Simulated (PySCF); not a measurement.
Si(H)2(F)(OEt) (C2H7FOSi), SMILES CCO[SiH2]F. Atoms are numbered in the order given.

```xyz
12

Si     1.1750     0.3367     0.5136
F      2.0109     0.4070    -0.8803
O     -0.4449     0.3370     0.2183
C     -1.1909    -0.7256    -0.3626
C     -2.6575    -0.5627    -0.0142
H      1.5871    -0.9259     1.1827
H      1.4691     1.5552     1.2965
H     -0.8150    -1.7014     0.0024
H     -1.0505    -0.7130    -1.4586
H     -3.0324     0.4060    -0.3785
H     -3.2556    -1.3654    -0.4739
H     -2.8021    -0.5980     1.0767
```
Charge 0, spin multiplicity 1.

Geometry optimised at B3LYP-D3(BJ)/def2-SVP. The values are those of a single conformer.

The numbers are results of PySCF with PBE/pcSseg-1, not measurements.

GIAO shieldings, no solvent; atoms listed in one row are averaged. δ = σ(ref) − σ: ²⁹Si against TMS (σ = 335.4 ppm); ¹⁹F against CFCl3 (σ = 133.6 ppm); ¹⁷O against H2O (σ = 334.3 ppm); ¹³C against TMS (σ = 182.0 ppm); ¹H against TMS (σ = 31.49 ppm), references at their B3LYP-D3(BJ)/def2-TZVP geometries, non-relativistic.

| nucleus | atoms | count | δ (ppm) |
|---|---|---|---|
| ²⁹Si | Si1 | 1 | -20.6 |
| ¹⁹F | F2 | 1 | -185.4 |
| ¹⁷O | O3 | 1 | 100.9 |
| ¹³C | C4 | 1 | 69.7 |
| ¹³C | C5 | 1 | 22.5 |
| ¹H | H6 | 1 | 5.43 |
| ¹H | H7 | 1 | 5.22 |
| ¹H | H9 | 1 | 4.59 |
| ¹H | H8 | 1 | 4.23 |
| ¹H | H10, H11, H12 | 3 | 1.62 |
